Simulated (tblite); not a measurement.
Species: C₅H₁₁FO₂Si.
Numbering: `[CH3:1][O:2]/[CH:3]=[C:4](/[CH2:5][CH2:6][F:7])[SiH2:8][OH:9]` (hydrogens: H10, H11, H12 on C1; H13 on C3; H14, H15 on C5; H16, H17 on C6; H18, H19 on Si8; H20 on O9)

Computed geometry: GFN2-xTB, gas phase.

**Question.** List the bond lengths, angles and torsions at this level.

**Answer.** 
| bond | length (pm) |
| --- | --- |
| C1–O2 | 140.8 |
| O2–C3 | 136.9 |
| C3=C4 | 133.1 |
| C4–C5 | 150.5 |
| C5–C6 | 152.6 |
| C6–F7 | 137.6 |
| C4–Si8 | 188.7 |
| Si8–O9 | 162.1 |
| C1–H10, C1–H11, C1–H12 | 109.3 |
| C3–H13 | 108.7 |
| C5–H14, C5–H15 | 109.1 |
| C6–H16, C6–H17 | 109.4 |
| Si8–H18, Si8–H19 | 146.6 |
| O9–H20 | 95.6 |

Bonds in one row agree within 1 pm and their mean is given. A selection of angles:
| angle | degrees |
| --- | --- |
| O2–C1–H10 | 106.6 |
| O2–C1–H11 | 111.2 |
| H10–C1–H11 | 109.4 |
| C1–O2–C3 | 115.3 |
| O2–C3–C4 | 122.9 |
| O2–C3–H13 | 115.0 |
| C4–C3–H13 | 122.0 |
| C3–C4–C5 | 118.1 |
| C3–C4–Si8 | 123.4 |
| C5–C4–Si8 | 118.4 |
| C4–C5–C6 | 110.6 |
| C4–C5–H14 | 110.9 |
| C4–C5–H15 | 110.2 |
| C6–C5–H14 | 108.3 |
| H14–C5–H15 | 108.8 |
| C5–C6–F7 | 110.2 |
| C5–C6–H16 | 111.3 |
| F7–C6–H16 | 106.6 |
| F7–C6–H17 | 106.3 |
| H16–C6–H17 | 110.4 |
| C4–Si8–O9 | 111.7 |
| C4–Si8–H18 | 110.9 |
| C4–Si8–H19 | 108.0 |
| O9–Si8–H18 | 105.0 |
| O9–Si8–H19 | 110.3 |
| H18–Si8–H19 | 111.0 |
| Si8–O9–H20 | 117.7 |

Torsions: C1–O2–C3–C4 -178° (antiperiplanar); O2–C3–C4–C5 178° (antiperiplanar); C3–C4–C5–C6 -90°; C4–C5–C6–F7 66° (synclinal); C3–C4–Si8–O9 17° (synperiplanar); H20–O9–Si8–C4 -21° (synperiplanar). The mirror-image conformer, all signs reversed, is as good.

The C–C distances run from 1.331 Å (C3=C4, drawn double) to 1.526 Å (C5–C6, drawn single), a spread of 0.195 Å. The C–O distances run from 1.369 Å (O2–C3, drawn single) to 1.408 Å (C1–O2, drawn single), a spread of 0.039 Å. Of the pairs four or more bonds apart, those above aside, O2···O9 is among the closest relative to their van der Waals radii: 2.86 Å, 94 % of the sum of Bondi's values. Si8 (oxygen-bound silicon) is distorted tetrahedral (angles from 105.0° to 111.7°). O9 (silanol oxygen) is bent (angle 117.7°). H20 on O9 lies 2.14 Å from O2, 5 bonds away (angle at H 131°; Bondi radii sum to 2.72 Å).

Point group: C1 (no symmetry element, even within 0.4 Å). Its GFN2-xTB frequencies are all real (lowest 24 cm⁻¹). The numbers are those of one conformer (C1–O2–C3–C4 -178°, C3–C4–C5–C6 -90°, C4–C5–C6–F7 66°, C3–C4–Si8–O9 17°, C4–Si8–O9–H -21°). 3 starts were optimised and ended at 0.00, 0.09 and 0.51 kcal/mol (GFN2-xTB); the lowest of these is shown.
